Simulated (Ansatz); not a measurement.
```yaml
crystal:
  periodic: [false, false, false]
  atoms:
    - {symbol: Cs, position_ang: [-0.720712, -1.040345, -2.131091]}
    - {symbol: Cs, position_ang: [-0.275687, 2.444643, 0.311266]}
    - {symbol: Cs, position_ang: [0.393491, -1.437997, 1.979759]}
    - {symbol: H, position_ang: [0.841120, -2.807808, -0.499752]}
    - {symbol: H, position_ang: [-1.667959, -0.096378, 0.442639]}
    - {symbol: H, position_ang: [0.068772, 1.699526, -2.436160]}
    - {symbol: H, position_ang: [1.360976, 1.238360, 2.333329]}
basis:
  gaussian: {orbitals: def2-SVPD}
total_charge: -1
hamiltonian: {xc: {name: r2SCAN}, dispersion: d3bjatm}
scf: {omitted_lower_state_checks: [starts]}
output: {forces: true}
```

```sh
$ ansatz run in.yaml --threads 4 --pin off --events-out ev --progress --plain --max-ram 3916MiB
```

Shortened log:

```
Functional definition: r2SCAN
  name "r2SCAN"
  cite "Furness, Kaplan, Ning, Perdew & Sun, J. Phys. Chem. Lett. 11, 8208 (2020) doi:10.1021/acs.jpclett.0c02405"
  cite "Furness, Kaplan, Ning, Perdew & Sun, J. Phys. Chem. Lett. 11, 9248 (2020) doi:10.1021/acs.jpclett.0c03077"
  parent r2scan
  parameter k0 = 0.174
  parameter k1 = 0.065
  parameter a1 = 4.9479
  exchange = r2scan_x(k0 = k0, k1 = k1, a1 = a1)
  correlation = r2scan_c
these checks for a lower state are left out or cut short: starts
1105 factors; their error is unknown
mean field evaluation 1: about -1705.4622 eV, gradient 2.4e1 eV
mean field evaluation 2: about -1584.2171 eV, gradient 4.9e1 eV
mean field evaluation 4: about -1707.5383 eV, gradient 1.4e1 eV
mean field evaluation 8: about -1709.0077 eV, gradient 1.2e-1 eV
mean field evaluation 16: about -1708.9891 eV, gradient 1.1e-4 eV
mean field -1708.98911934 eV, -62.8041917412 hartree, gradient 3.2e-5 eV, S^2 0.000000; 0 other end points of the search recorded, 0 dependent functions left out
the calculation of the forces begins
reference -1708.98918676 eV, -62.8041942188 hartree; 16, 16 occupied and 97, 97 virtual orbitals, 1105 factors
Total energy: -1709.02073059 eV, -62.8053534333 hartree
Atom 0 at    -0.720712    -1.040345    -2.131091 Å, force    -0.051519    -0.065329    -0.130986 eV/Å
Atom 1 at    -0.275687     2.444643     0.311266 Å, force    -0.023924     0.151893     0.021029 eV/Å
Atom 2 at     0.393491    -1.437997     1.979759 Å, force     0.017730    -0.090286     0.125134 eV/Å
Atom 3 at     0.841120    -2.807808    -0.499752 Å, force     0.093839    -0.164600    -0.041342 eV/Å
Atom 4 at    -1.667959    -0.096378     0.442639 Å, force    -0.208941    -0.011977     0.055487 eV/Å
Atom 5 at     0.068772     1.699526    -2.436160 Å, force     0.047717     0.103939    -0.157170 eV/Å
Atom 6 at     1.360976     1.238360     2.333329 Å, force     0.125098     0.076361     0.127849 eV/Å
Dipole moment:    -1.111892    -0.062446     0.294942 e Å
Checks for a lower state left out: starts
```

It took 5 s on 4 threads of Arm Neoverse V2 on a shared host.

In the def2 sets Cs takes a core potential; there is no spin–orbit coupling.

The dipole of an ion depends on the origin.
